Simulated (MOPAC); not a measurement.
Input file for MOPAC: PM7 on H2SeZn (SMILES [ZnH][SeH]), a point of a bond scan (R = 1.326 Å).

```
PM7 1SCF PRECISE CHARGE=0 THREADS=1
H2SeZn

Zn    -0.70919421 1    -0.50984122 1    -0.82879930 1
H     -1.61369366 1    -1.16459831 1    -1.88282235 1
Se     0.65395606 1     0.50525059 1     0.74073403 1
H      0.65490799 1    -0.59629143 1     1.47973331 1
```

Output:

```
*******************************************************************************
 **                                                                           **
 **                              MOPAC v23.2.5                                **
 **                                                                           **
 *******************************************************************************
 ** MOPAC's Digital Object Identifier: https://doi.org/10.5281/zenodo.6511958 **
 **                                                                           **
 ** Please cite the open-source release paper for use of this MOPAC version:  **
 ** J. E. Moussa and J. J. P. Stewart (2026)                                  **
 ** MOPAC: An open-source semiempirical molecular orbital program             **
 ** J. Open Source Softw., 11(119), 8025, https://doi.org/10.21105/joss.08025 **
 *******************************************************************************

                              PM7 CALCULATION RESULTS

 *******************************************************************************
 *  PM7        - The PM7 Hamiltonian to be used
 *
 *
 *
 *                 CHARGE ON SYSTEM = 0
 *
 *
 *
 *  PRECISE    - TIGHTER CRITERIA TO BE USED
 *  1SCF       - DO 1 SCF AND THEN STOP
 *  THREADS=1  - MULTI-THREADING NOT USED
 *  T=         - A TIME OF 172800.0 SECONDS REQUESTED
 *  DUMP=N     - RESTART FILE WRITTEN EVERY 7200.0 SECONDS REQUESTED
 *******************************************************************************
PM7 1SCF PRECISE CHARGE=0 THREADS=1
 H2SeZn

   ATOM   CHEMICAL          X               Y               Z
  NUMBER   SYMBOL      (ANGSTROMS)     (ANGSTROMS)     (ANGSTROMS)

     1      Zn         -0.70919421  *  -0.50984122  *  -0.82879930  *
     2       H         -1.61369366  *  -1.16459831  *  -1.88282235  *
     3      Se          0.65395606  *   0.50525059  *   0.74073403  *
     4       H          0.65490799  *  -0.59629143  *   1.47973331  *



          CARTESIAN COORDINATES

    NO.       ATOM           X           Y           Z

     1        Zn         -0.7092     -0.5098     -0.8288
     2         H         -1.6137     -1.1646     -1.8828
     3        Se          0.6540      0.5053      0.7407
     4         H          0.6549     -0.5963      1.4797

 General Reference for PM7:
 "Optimization of Parameters for Semiempirical Methods VI: More Modifications to the
 NDDO Approximations and Re-optimization of Parameters", J. J. P. Stewart, J. Mol. Mod., 1:32, 19 (2013)
 https://link.springer.com/article/10.1007/s00894-012-1667-x

           Empirical Formula: H2 Zn Se  =     4 atoms



      MOLECULAR POINT GROUP   :   Cs


      RHF CALCULATION, NO. OF DOUBLY OCCUPIED LEVELS = 5


 -------------------------------------------------------------------------------
 PM7 1SCF PRECISE CHARGE=0 THREADS=1
 H2SeZn



     1SCF WAS SPECIFIED, SO BFGS WAS NOT USED
     SCF FIELD WAS ACHIEVED


                              PM7 CALCULATION
                                                       MOPAC v23.2.5 Linux




          FINAL HEAT OF FORMATION =        -11.60914 KCAL/MOL =     -48.57262 KJ/MOL


          COSMO AREA              =         85.73 SQUARE ANGSTROMS
          COSMO VOLUME            =         65.10 CUBIC ANGSTROMS

          IONIZATION POTENTIAL    =          7.781369 EV
          HOMO LUMO ENERGIES (EV) =         -7.781  1.471
          NO. OF FILLED LEVELS    =          5
          MOLECULAR WEIGHT        =        146.3558         POINT GROUP:  Cs

          MOLECULAR DIMENSIONS (Angstroms)

            Atom       Atom       Distance
            H     4    H     2     4.09589
           Se     3    H     2     1.24622
           Zn     1   Se     3     0.00000


          SCF CALCULATIONS        =          1





   ATOM   CHEMICAL          X               Y               Z
  NUMBER   SYMBOL      (ANGSTROMS)     (ANGSTROMS)     (ANGSTROMS)

     1      Zn         -0.70919421  *  -0.50984122  *  -0.82879930  *
     2       H         -1.61369366  *  -1.16459831  *  -1.88282235  *
     3      Se          0.65395606  *   0.50525059  *   0.74073403  *
     4       H          0.65490799  *  -0.59629143  *   1.47973331  *

                             CARTESIAN COORDINATES

   1   Zn       -0.709194210    -0.509841220    -0.828799300
   2    H       -1.613693660    -1.164598310    -1.882822350
   3   Se        0.653956060     0.505250590     0.740734030
   4    H        0.654907990    -0.596291430     1.479733310


           Empirical Formula: H2 Zn Se  =     4 atoms



      MOLECULAR POINT GROUP   :   Cs


                  EIGENVALUES
 -24.47755 -15.46211 -11.57355  -8.00355  -7.78137   1.47070   2.30190   2.82791
   2.83510   4.95843


              NET ATOMIC CHARGES AND DIPOLE CONTRIBUTIONS

  ATOM NO.   TYPE          CHARGE      No. of ELECS.   s-Pop       p-Pop
    1         Zn           0.571178        1.4288     1.11157     0.31726
    2          H          -0.099617        1.0996     1.09962
    3         Se          -0.456848        6.4568     1.93022     4.52663
    4          H          -0.014712        1.0147     1.01471
 DIPOLE           X         Y         Z       TOTAL
 POINT-CHG.    -2.655    -1.908    -3.103     4.507
 HYBRID         0.156    -0.705     0.728     1.025
 SUM           -2.499    -2.613    -2.375     4.326


          ATOMIC ORBITAL ELECTRON POPULATIONS

     Atom    s        px        py        pz
    1 Zn   1.11157   0.11065   0.05735   0.14926
    2  H   1.09962
    3 Se   1.93022   1.82515   1.21264   1.48884
    4  H   1.01471

 **********************
 *                    *
 * JOB ENDED NORMALLY *
 *                    *
 **********************




 == MOPAC DONE ==
```

The run finished.

Cost: very roughly 0.020 core-seconds.
